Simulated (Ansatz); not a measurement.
`ClC1BC1`, charge 0, multiplicity 1.

Q: Give a relaxed structure at PBE0-D4/def2-TZVP (the Gaussian-basis code of Ansatz). (Estimate.)

A: Ansatz gave: 
Z-matrix (Å, degrees):
```
C
B 1 1.527
C 1 1.531 2 59.7
Cl 1 1.763 2 116.6 3 109.2
H 1 1.083 2 124.5 3 -102.9
H 2 1.182 1 147.9 3 -166.7
H 3 1.088 1 119.6 2 107.5
H 3 1.086 1 114.1 2 -114.9
```
